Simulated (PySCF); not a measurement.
# Reading the logs of faulty runs: GeH7N2Si

All numbers below are calculated, not measured. The program is PySCF 2.14.0, an open-source quantum chemistry code, run on an isolated molecule that a program drew, which may never have been made. The molecule is GeH7N2Si (charge 0, doublet), drawn as the SMILES string `[NH2][GeH][NH][SiH3]`.

Each row is a Hartree-Fock (HF) and frozen-core CCSD(T) single point in the cc-pV(D+d)Z basis, meant for a local HF minimum. Run 1 is clean. Each other run has one planted mistake out of seven kinds, and not every kind appears here: one electron removed, one electron added, multiplicity raised by two, geometry at a saddle point, minimal basis STO-3G, one bond length entered in bohr, all coordinates scaled. The reference is restricted for singlets and unrestricted otherwise, and also for a bond in bohr. Adding or removing an electron swaps singlet and doublet. Electrons count all cores. HOMO and LUMO are orbital energies over both spins, the gradient is its largest component, and the lowest frequency (negative if imaginary) is given only where the gradient is small. Bond lengths are over the 10 bonds as drawn. T1 is the CCSD diagnostic: over 0.02 (restricted) or 0.045 (unrestricted) a single reference is doubtful. Germanium has the cc-pVDZ-PP basis, with a core potential (ECP10MDF) in place of its 10 inner electrons, and its 3s, 3p and 3d shells are frozen in CCSD(T).

Geometry of the clean run:
```xyz
11
GeH7N2Si, angstrom
N    -0.4122    0.9166    2.2357
Ge    0.1685   -0.3090    0.9926
N    -0.5597    0.3159   -0.5801
Si   -1.2242    1.8822   -0.9039
H    -1.3864    0.8632    2.4793
H     0.1276    0.9639    3.0824
H     1.7166   -0.2425    1.0012
H    -0.5694   -0.3340   -1.3450
H    -1.5835    1.9106   -2.3434
H    -0.2615    2.9729   -0.6312
H    -2.4517    2.1627   -0.1209
```

| run | electrons | basis functions | <S^2> | HOMO (eV) | LUMO (eV) | gradient (hartree/bohr) | lowest frequency (cm^-1) | mean bond (Å) | longest bond (Å) | T1 | HF (hartree) | CCSD(T) (hartree) | mistake |
|---|---|---|---|---|---|---|---|---|---|---|---|---|---|
| 1 | 67 | 109 | 0.758 | -8.33 | 1.49 | 8.1e-06 | 74 | 1.4425 | 1.842 | 0.0153 | -695.30380 | -695.89923 | no fault |
| 2 | 66 | 109 | 0.000 | -15.54 | -6.41 | 9.6e-02 | - | 1.4425 | 1.842 | 0.0249 | -695.03173 | -695.63831 | one electron removed |
| 3 | 67 | 109 | 3.765 | -2.50 | -0.32 | 7.5e-02 | - | 1.4425 | 1.842 | 0.0364 | -695.08425 | -695.66799 | multiplicity raised by two |
| 4 | 67 | 109 | 0.762 | -8.58 | 1.12 | 3.9e-02 | - | 1.5117 | 1.931 | 0.0175 | -695.28168 | -695.88829 | ? |
| 5 | 67 | 109 | 0.830 | -8.75 | 1.06 | 1.8e-02 | - | 1.5804 | 2.928 | 0.0225 | -695.24656 | -695.83827 | ? |

**Which mistake was planted in run 4, and what did it cost?**

The mean and the longest bond both change by the same factor, 1.048, and the gradient is no longer small. So the mistake is: all coordinates scaled. Subtracting run 1 and multiplying by 627.51 kcal/mol a hartree, the energy moved by 13.9 kcal/mol in HF and 6.9 kcal/mol in CCSD(T).

**Which mistake was planted in run 5, and what did it cost?**

The mean bond changes by a factor of 1.096 and the longest by 1.590, so the molecule wasn't scaled as a whole. A length L in bohr read as angstrom grows by (1/0.5292 - 1) L = 0.890 L. The 10 bonds together grew by 10 x 0.1379 = 1.379 Å, which gives L = 1.550 Å. That is bond Ge2-H7, 1.550 Å in the clean geometry. So the mistake is: one bond length entered in bohr. Subtracting run 1 and multiplying by 627.51 kcal/mol a hartree, the energy moved by 35.9 kcal/mol in HF and 38.3 kcal/mol in CCSD(T).

Cautions from the logs. Run 2: T1 is over the limit, so its CCSD(T) energy is less reliable.
